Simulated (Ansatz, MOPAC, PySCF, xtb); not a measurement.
Torsion H5–O1–Ga2–I4 in GaH2IO2 (SMILES [OH][Ga]([OH])[I]); at each angle all else is relaxed with GFN2-xTB, and the levels are single points there.
Geometry at 0° (charge 0, multiplicity 1):
```xyz
6

O     -0.83918    -1.22419     0.46141
Ga     0.36754     0.01969     0.33602
O      1.27751     0.43233     1.74840
I      0.84215     1.22676    -1.77303
H     -1.40749    -1.54667    -0.23504
H      1.10487    -0.02573     2.57142
```

On the grid 0° to 330°, 90° is the highest and 0° the lowest point at MP2/CBS(def2-TZVPP, def2-QZVPP) + ΔCCSD(T)/def2-TZVPP.

Correlated levels freeze the cores. Filled d and f shells under p-block atoms count as core. Rows in 3-21G carry no dispersion term and start afresh at each structure; the Pople sets are all-electron and without relativity. The state reached by AM1, PM7 isn't checked; PM7 holds dispersion and hydrogen-bond terms.

Run with Ansatz (a first-principles code); MOPAC for AM1, PM7 (differences of heats of formation); PySCF for 3-21G rows, the dispersion terms; xtb for the GFN methods. Values without a source in brackets are computed. In def2 rows elements past Kr take small-core potentials, without spin–orbit coupling.

| level | energy at 90° less that at 0° (kcal/mol) |
|---|---|
| GFN-FF | 0.26 |
| AM1 | 3.25 |
| PM7 | 1.98 |
| HF/3-21G | 1.98 |
| SVWN5/def2-TZVPP | 4.78 |
| PBE/def2-TZVPP | (withheld) |
| r2SCAN-D3(BJ)/def2-TZVPP | (withheld) |
| PBE0-D4/def2-TZVPP | 4.74 |
| CCSD(T)/def2-TZVPP | 4.71 |

Q: Complete the blanks.

A: 
- PBE/def2-TZVPP, energy at 90° less that at 0° (kcal/mol): 5.02
- r2SCAN-D3(BJ)/def2-TZVPP, energy at 90° less that at 0° (kcal/mol): 4.90
